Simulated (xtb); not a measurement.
xtb input (GFN1-xTB):

```bash
xtb mol.xyz --gfn 1 --sp --chrg 0 --uhf 0
```
mol.xyz:
```
5

Si    -0.01031448    -0.02159705     0.30558972
Cl    -0.07890239    -0.16521028     2.33766016
Br    -0.88170038     1.90776582    -0.31672669
Br     2.08987871    -0.13896735    -0.36107731
Br    -1.16572852    -1.67991466    -0.57986682
```

Output:

```
           -------------------------------------------------
          |                Calculation Setup                |
           -------------------------------------------------

           -------------------------------------------------
          |                 G F N 1 - x T B                 |
           -------------------------------------------------

        Reference                      10.1021/acs.jctc.7b00118
      * Hamiltonian:
        H0-scaling (s, p, d)           1.850000    2.250000    2.000000
        zeta-weighting                 0.000000
      * Dispersion:
        s8                             2.400000
        a1                             0.630000
        a2                             5.000000
        s9                             0.000000
      * Repulsion:
        kExp                           1.500000
        rExp                           1.000000
      * Coulomb:
        alpha                          2.000000
        third order                    atomic
        anisotropic                    false
      * Halogen bond correction:
        rad-scale                      1.300000
        damping                        0.440000

          ...................................................
          :                      SETUP                      :
          :.................................................:
          :  # basis functions                  50          :
          :  # atomic orbitals                  45          :
          :  # shells                           15          :
          :  # electrons                        32          :
          :  # halogen bonds                     0          :
          :  max. iterations                   250          :
          :  Hamiltonian                  GFN1-xTB          :
          :  restarted?                      false          :
          :  GBSA solvation                  false          :
          :  PC potential                    false          :
          :  electronic temp.          300.0000000     K    :
          :  accuracy                    1.0000000          :
          :  -> integral cutoff          0.2500000E+02      :
          :  -> integral neglect         0.1000000E-07      :
          :  -> SCF convergence          0.1000000E-05 Eh   :
          :  -> wf. convergence          0.2000000E-04 e    :
          :  Broyden damping             0.4000000          :
          :  net charge                          0          :
          :  unpaired electrons                  0          :
          ...................................................

 iter      E             dE          RMSdq      gap      omega  full diag
   1    -18.0329985 -0.180330E+02  0.738E+00    6.09       0.0  T
   2    -18.0367155 -0.371696E-02  0.432E+00    6.33       1.0  T
   3    -17.9750586  0.616569E-01  0.310E+00    5.91       1.0  T
   4    -18.0494076 -0.743490E-01  0.324E-01    6.24       1.0  T
   5    -18.0501292 -0.721609E-03  0.158E-01    6.20       1.0  T
   6    -18.0502725 -0.143248E-03  0.846E-02    6.22       1.0  T
   7    -18.0503460 -0.735707E-04  0.310E-03    6.21      14.4  T
   8    -18.0503461 -0.671828E-07  0.923E-04    6.21      48.4  T
   9    -18.0503461 -0.694013E-08  0.227E-05    6.21    1969.9  T
  10    -18.0503461 -0.147082E-11  0.475E-06    6.21    9417.0  T

   *** convergence criteria satisfied after 10 iterations ***

         #    Occupation            Energy/Eh            Energy/eV
      -------------------------------------------------------------
         1        2.0000           -0.9077069             -24.7000
       ...           ...                  ...                  ...
        10        2.0000           -0.4704884             -12.8026
        11        2.0000           -0.4498028             -12.2398
        12        2.0000           -0.4498028             -12.2398
        13        2.0000           -0.4498014             -12.2397
        14        2.0000           -0.4383235             -11.9274
        15        2.0000           -0.4383235             -11.9274
        16        2.0000           -0.4342216             -11.8158 (HOMO)
        17                         -0.2059597              -5.6044 (LUMO)
        18                         -0.1781122              -4.8467
        19                         -0.1781122              -4.8467
        20                         -0.1750019              -4.7620
        21                         -0.1127598              -3.0684
       ...                                ...                  ...
        45                          1.0674699              29.0473
      -------------------------------------------------------------
                  HL-Gap            0.2282619 Eh            6.2113 eV
             Fermi-level           -0.3200907 Eh           -8.7101 eV

 SCC (total)                   0 d,  0 h,  0 min,  0.009 sec
 SCC setup                      ...        0 min,  0.000 sec (  1.591%)
 Dispersion                     ...        0 min,  0.000 sec (  0.475%)
 classical contributions        ...        0 min,  0.000 sec (  0.214%)
 integral evaluation            ...        0 min,  0.002 sec ( 25.401%)
 iterations                     ...        0 min,  0.003 sec ( 31.389%)
 molecular gradient             ...        0 min,  0.004 sec ( 39.365%)
 printout                       ...        0 min,  0.000 sec (  1.468%)

         :::::::::::::::::::::::::::::::::::::::::::::::::::::
         ::                     SUMMARY                     ::
         :::::::::::::::::::::::::::::::::::::::::::::::::::::
         :: total energy             -17.984192394519 Eh    ::
         :: gradient norm              0.043676979653 Eh/a0 ::
         :: HOMO-LUMO gap              6.211322322038 eV    ::
         ::.................................................::
         :: SCC energy               -18.050346100133 Eh    ::
         :: -> electrostatic           0.005234397984 Eh    ::
         :: repulsion energy           0.069878344274 Eh    ::
         :: dispersion energy         -0.003724638660 Eh    ::
         :: halogen bond corr.         0.000000000000 Eh    ::
         :: add. restraining           0.000000000000 Eh    ::
         :: total charge              -0.000000000000 e     ::
         :::::::::::::::::::::::::::::::::::::::::::::::::::::

           -------------------------------------------------
          |                Property Printout                |
           -------------------------------------------------

    * Orbital Energies and Occupations

         #    Occupation            Energy/Eh            Energy/eV
      -------------------------------------------------------------
         1        2.0000           -0.9077069             -24.7000
       ...           ...                  ...                  ...
         4        2.0000           -0.7096419             -19.3103
         5        2.0000           -0.5772795             -15.7086
         6        2.0000           -0.4904857             -13.3468
         7        2.0000           -0.4900059             -13.3337
         8        2.0000           -0.4900059             -13.3337
         9        2.0000           -0.4704884             -12.8026
        10        2.0000           -0.4704884             -12.8026
        11        2.0000           -0.4498028             -12.2398
        12        2.0000           -0.4498028             -12.2398
        13        2.0000           -0.4498014             -12.2397
        14        2.0000           -0.4383235             -11.9274
        15        2.0000           -0.4383235             -11.9274
        16        2.0000           -0.4342216             -11.8158 (HOMO)
        17                         -0.2059597              -5.6044 (LUMO)
Note: The following floating-point exceptions are signalling: IEEE_DENORMAL
normal termination of xtb
        18                         -0.1781122              -4.8467
        19                         -0.1781122              -4.8467
        20                         -0.1750019              -4.7620
        21                         -0.1127598              -3.0684
        22                         -0.1127598              -3.0684
        23                         -0.1002077              -2.7268
        24                         -0.0979514              -2.6654
        25                         -0.0979514              -2.6654
        26                         -0.0853186              -2.3216
        27                         -0.0852532              -2.3199
       ...                                ...                  ...
        45                          1.0674699              29.0473
      -------------------------------------------------------------
                  HL-Gap            0.2282619 Eh            6.2113 eV
             Fermi-level           -0.3200907 Eh           -8.7101 eV

  Mulliken/CM5 charges         n(s)   n(p)   n(d)
     1Si    0.37953  0.15021   1.082  1.370  1.168
     2Cl   -0.13691 -0.09402   1.890  5.258 -0.011
     3Br   -0.08087 -0.01873   1.911  5.186 -0.016
     4Br   -0.08087 -0.01873   1.911  5.186 -0.016
     5Br   -0.08087 -0.01873   1.911  5.186 -0.016

Wiberg/Mayer (AO) data.
largest (>0.10) Wiberg bond orders for each atom

 ---------------------------------------------------------------------------
     #   Z sym  total        # sym  WBO       # sym  WBO       # sym  WBO
 ---------------------------------------------------------------------------
     1  14 Si   5.156 --     2 Cl   1.290     4 Br   1.289     3 Br   1.289
                             5 Br   1.289
     2  17 Cl   1.392 --     1 Si   1.290
     3  35 Br   1.403 --     1 Si   1.289
     4  35 Br   1.403 --     1 Si   1.289
     5  35 Br   1.403 --     1 Si   1.289
 ---------------------------------------------------------------------------

Topologies differ in total number of bonds
Writing topology from bond orders to xtbtopo.mol

 dipole moment from electron density (au)
     X       Y       Z
   0.0009   0.0018  -0.0253  total (Debye):    0.065

           -------------------------------------------------
          | TOTAL ENERGY              -17.984192394519 Eh   |
          | GRADIENT NORM               0.043676979653 Eh/α |
          | HOMO-LUMO GAP               6.211322322038 eV   |
           -------------------------------------------------

------------------------------------------------------------------------
------------------------------------------------------------------------
 total:
 SCF:
```
